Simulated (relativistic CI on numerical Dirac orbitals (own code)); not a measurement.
## Tl¹⁰⁺: computed level list

Calculated at this level of theory: Dirac-Coulomb-Breit CI, orbitals from a KLI potential per configuration, a model potential for QED, unscaled Slater integrals (own radial code, finite nucleus).

CI space (outside the closed core [Kr] 4d10 4f14): 5s2.5p6.5d3, 5s2.5p6.5d2.6s, 5s2.5p6.5d2.5f, 5s2.5p5.5d4, 5s2.5p6.5d2.6p, 5s2.5p6.5d2.5g, 5s2.5p6.5d.6s.6p, 5s2.5p6.5d.5f.6s, 5s.5p6.5d4, 5s2.5p6.5d2.6d, 5s2.5p6.5d2.7s, 5s2.5p6.5d.6s2, 5s2.5p6.5f.6s2, 5s2.5p6.6s2.6p, 5s2.5p6.5g.6s2, 5s2.5p6.5d.5f2, 5s2.5p6.5f2.6s, 5s2.5p6.5f3, 5s2.5p6.5f2.6p, 5s2.5p6.5f2.5g, 5s2.5p6.5d.6p2, 5s2.5p6.6s.6p2, 5s2.5p6.5f.6p2, 5s2.5p6.6p3, 5s2.5p6.5g.6p2, 5s2.5p6.5d.5f.6p, 5s2.5p6.5f.6s.6p, 5s2.5p6.5f.5g.6p. Double excitations out of closed p, d and f shells are left out; levels of such configurations are missing from the list, as are those of other unlisted configurations, and high levels can miss mixing partners. These lack a partner that the ground configuration has and come out too high: 5s2.5p6.5d2.6d, 5s2.5p6.5d2.7s.

The lowest level is 5s2.5p6.5d3 4F_3/2, with 70 % of that term; Hund's rules for 5s2.5p6.5d3 give 4F with J = 3/2, in agreement.

| No. | Configuration | Term | J | E (eV) | % | Landé g | Lifetime (s) |
| --- | --- | --- | --- | --- | --- | --- | --- |
| 1 | 5s2.5p6.5d3 | 4F | 3/2 | 0.0000 | 70 | 0.558 |  |
| 2 | 5s2.5p6.5d3 | 4F | 5/2 | 2.0780 | 91 | 1.043 | 6.46e-03 |
| 3 | 5s2.5p6.5d3 | 4F | 7/2 | 3.3214 | 70 | 1.145 | 3.52e-02 |
| 4 | 5s2.5p6.5d3 | 4P | 3/2 | 3.3646 | 44 | 1.322 | 5.90e-03 |
| 5 | 5s2.5p6.5d3 | 2G | 9/2 | 3.8631 | 41 | 1.139 | 8.90e-01 |
| 6 | 5s2.5p6.5d3 | 4P | 1/2 | 3.9500 | 67 | 2.010 | 1.82e-02 |
| 7 | 5s2.5p6.5d3 | 2G | 7/2 | 5.9531 | 67 | 1.001 | 2.29e-03 |
| 8 | 5s2.5p6.5d3 | 4P | 5/2 | 6.0522 | 82 | 1.516 | 8.13e-03 |
| 9 | 5s2.5p6.5d3 | 2H | 9/2 | 6.3436 | 51 | 1.114 | 3.90e-03 |
| 10 | 5s2.5p6.5d3 | 2D | 3/2 | 6.9879 | 43 | 1.168 | 1.38e-03 |
| 11 | 5s2.5p6.5d3 | 2P | 1/2 | 7.3424 | 67 | 1.325 | 2.57e-03 |
| 12 | 5s2.5p6.5d3 | 2H | 11/2 | 8.0314 | 100 | 1.090 | 7.87e-03 |
| 13 | 5s2.5p6.5d3 | 2D | 5/2 | 8.3780 | 92 | 1.193 | 3.22e-03 |
| 14 | 5s2.5p6.5d3 | 2F | 5/2 | 8.9676 | 77 | 0.975 | 4.15e-03 |
| 15 | 5s2.5p6.5d3 | 2F | 7/2 | 9.4218 | 91 | 1.122 | 4.70e-03 |
| 16 | 5s2.5p6.5d3 | 2G | 9/2 | 9.7967 | 58 | 1.099 | 1.56e-03 |
| 17 | 5s2.5p6.5d3 | 2P | 3/2 | 10.2995 | 55 | 1.184 | 1.45e-03 |
| 18 | 5s2.5p6.5d3 | 2D | 3/2 | 13.2516 | 95 | 0.830 | 1.27e-03 |
| 19 | 5s2.5p6.5d3 | 2D | 5/2 | 13.9152 | 75 | 1.158 | 7.51e-04 |
| 20 | 5s2.5p6.5d2.6s | 4F | 3/2 | 39.2654 | 87 | 0.456 | 2.75e-06 |
| 21 | 5s2.5p6.5d2.6s | 4F | 5/2 | 39.8126 | 59 | 1.022 | 2.21e-06 |
| 22 | 5s2.5p6.5d2.6s | 4F | 7/2 | 42.2371 | 90 | 1.227 | 2.41e-06 |
| 23 | 5s2.5p6.5d2.6s | 4P | 1/2 | 42.5122 | 78 | 2.402 | 2.07e-06 |
| 24 | 5s2.5p6.5d2.6s | 2F | 5/2 | 42.8820 | 49 | 0.982 | 1.91e-06 |
| 25 | 5s2.5p6.5d2.6s | 4F | 9/2 | 43.8710 | 76 | 1.279 | 2.32e-06 |
| 26 | 5s2.5p6.5d2.6s | 4P | 3/2 | 44.0348 | 81 | 1.546 | 2.15e-06 |
| 27 | 5s2.5p6.5d2.6s | 4P | 5/2 | 44.0617 | 51 | 1.326 | 1.91e-06 |
| 28 | 5s2.5p6.5d2.6s | 2D | 3/2 | 44.8278 | 40 | 1.104 | 1.85e-06 |
| 29 | 5s2.5p6.5d2.6s | 2F | 7/2 | 44.9003 | 51 | 1.028 | 1.73e-06 |
| 30 | 5s2.5p6.5d2.6s | 2P | 1/2 | 45.4708 | 83 | 0.969 | 1.61e-06 |

Energies count from the lowest computed level; lifetimes are radiative, by E1, M1, E2, M2, E3 decay to levels of this space only.

The mean weight of the leading LS term, summed over parents, in these 30 levels is 69 %, and that of the leading jj configuration (from the same eigenvectors) 85 %, so jj coupling describes them better and the LS labels are nominal.

At this charge energies of transitions that change n are usually good to better than 1 %, and those within a shell (Δn = 0) to a few per cent. Terms inside the open d or f shell come out 10 to 20 % too wide with unscaled integrals. Levels and lines within the n = 5 or 6 shells can be off by up to 10 % or somewhat more, and those that change n by about 2 %, since core polarisation is missing.

LS names give the leading component of a level, which can be under half, so a name can repeat, a term be missing and a line seem to break the LS rules.
